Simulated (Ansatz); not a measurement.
**Which isomer of C3H8Si gives these data?**

These gas-phase data were calculated for one isomer of C3H8Si at B3LYP-D3(BJ)/def2-SVP (harmonic, unscaled wavenumbers; equilibrium rotational constants with average atomic masses):

```
rotational constants            : 8.502, 4.238, 2.978 GHz
all wavenumbers above 1500 cm⁻¹ : 3205, 3109, 3106, 3079, 3013, 2231, 2212, 2206, 1684
```

Candidates:

(1) `C=C(C)[SiH3]`, a singlet
(2) `C/C=C\[SiH3]`, a singlet
(3) `C/C=C/[SiH3]`, a singlet

**Question.** Which candidate do the data belong to? Where the bands don't settle it, estimate the moments of inertia from typical bond lengths.

**Answer.** Candidate (1). The rotational constants decide: (2) would give 12.02, 3.262, 2.689 GHz; (3) would give 28.1, 2.263, 2.175 GHz.

The same quantities for all candidates:

```
     rotational constants (GHz)                           wavenumbers above 1500 cm⁻¹  E above the lowest, B3LYP-D3(BJ)/def2-SVP (kcal/mol)
(1)         8.502, 4.238, 2.978  3205, 3109, 3106, 3079, 3013, 2231, 2212, 2206, 1684                                                   1.4
(2)         12.02, 3.262, 2.689  3141, 3122, 3105, 3081, 3018, 2227, 2210, 2204, 1690                                                   1.3
(3)          28.1, 2.263, 2.175  3127, 3112, 3108, 3078, 3016, 2220, 2212, 2204, 1698                                                   0.0
```

Harmonic stretches to hydrogen usually lie a few per cent above observed fundamentals. Programs: Ansatz 0.2.0.
